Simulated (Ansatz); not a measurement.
F2Si (SMILES F[Si]F) moved off its minimum; all values from Ansatz (an electronic-structure program), cores frozen in correlated methods.
(charge 0, multiplicity 1)
```xyz
3

Si     0.00436     0.01569     0.51827
F      0.96515    -0.68881    -0.47349
F     -0.93328     0.74812    -0.45702
```

Forces at PBE/def2-TZVPP (eV/Å):

```
atom      Fx      Fy      Fz
----  ------  ------  ------
Si1    0.275  -0.290   3.533
F2     1.743  -1.282  -1.619
F3    -2.018   1.572  -1.914
```

Q: Give the forces (eV/Å), the total energy and the dipole at CCSD(T)/aug-cc-pV(T+d)Z.

A: 
| atom | Fx | Fy | Fz |
|---|---|---|---|
| Si1 | 0.277 | -0.274 | 2.782 |
| F2 | 1.301 | -0.956 | -1.243 |
| F3 | -1.578 | 1.230 | -1.539 |
Energy -488.6482 hartree, dipole 0.76 D.

Doubts at one or more of the structures used: a restricted determinant that unrestricted orbitals would lower (CCSD(T)/aug-cc-pV(T+d)Z).
